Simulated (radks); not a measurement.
Results of a calculation; reference values are marked as such.
Q: All-electron atom: Ca4+ in [Ne] 3s2 3p4. Code: a radial shooting solver on a logarithmic mesh with Libxc functionals. Model: Dirac Kohn-Sham, BLYP, spin-unpolarised, spherical densities, finite nucleus; open shells fill j = l - 1/2 first; Fermi nuclear charge, rms radius 3.4776 fm. Some entries of the table are withheld. Estimate them.

orbital  occ.  eigenvalue (Ry)  <r> (bohr)
1s1/2       2        -294.7708         (1)
2s1/2       2              (2)      0.3637
2p1/2       2              (3)      0.3252
2p3/2       4              (4)      0.3278
3s1/2       2         -7.15017       1.096
3p1/2       2              (5)       1.157
3p3/2       2              (6)       1.163
3d3/2       0              (7)         (8)
3d5/2       0              (9)        (10)
4s1/2       0         -2.56834       2.583

A: 
(1) 1s1/2 <r> (bohr): 0.07683
(2) 2s1/2 eigenvalue (Ry): -34.68365
(3) 2p1/2 eigenvalue (Ry): -29.04889
(4) 2p3/2 eigenvalue (Ry): -28.77610
(5) 3p1/2 eigenvalue (Ry): -5.69880
(6) 3p3/2 eigenvalue (Ry): -5.66442
(7) 3d3/2 eigenvalue (Ry): -3.49801
(8) 3d3/2 <r> (bohr): 1.304
(9) 3d5/2 eigenvalue (Ry): -3.49487
(10) 3d5/2 <r> (bohr): 1.305
